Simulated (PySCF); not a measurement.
FGeN + HCl → ClGeN + HF

Level: PBE0 in the def2-TZVP basis family, all electrons, no relativity, computed in PySCF with density fitting; open shells unrestricted.

```tsv
species	state and structure	E (Eh)	ZPE (kJ/mol)	H(298 K) − H(0) (kJ/mol)	S° (J/(mol K))
FGeN	singlet, C∞v, Ge–F 1.710 Å, Ge–N 1.638 Å; F–Ge–N 180.0°	-2231.13593	11.8	12.7	262.0
HCl	singlet, C∞v, H–Cl 1.279 Å	-460.66440	17.9	8.7	186.6
ClGeN	singlet, C∞v, Ge–Cl 2.103 Å, Ge–N 1.637 Å; Cl–Ge–N 180.0°	-2591.42365	10.1	13.3	272.7
HF	singlet, C∞v, H–F 0.920 Å	-100.39188	24.9	8.7	173.6
```

What is the electronic reaction energy?

At PBE0/def2-TZVP, ΔE = -39.9 kJ/mol from the differences of the total energies times 2625.5, downhill. 

Add zero-point, thermal and entropy terms for 298.15 K and 1 bar.

ΔZPE = 5.3 and Δ[H(298) − H(0)] = 0.6 kJ/mol give ΔH° = -34.0 kJ/mol. ΔS° = -2.3 J/(mol K), so ΔG° = -34.0 − 298.15 × (-0.0023) = -33 kJ/mol and log₁₀K = 5.8.

Only the bonding shown was studied: isomers, or loss of a ligand pair, can lie lower.
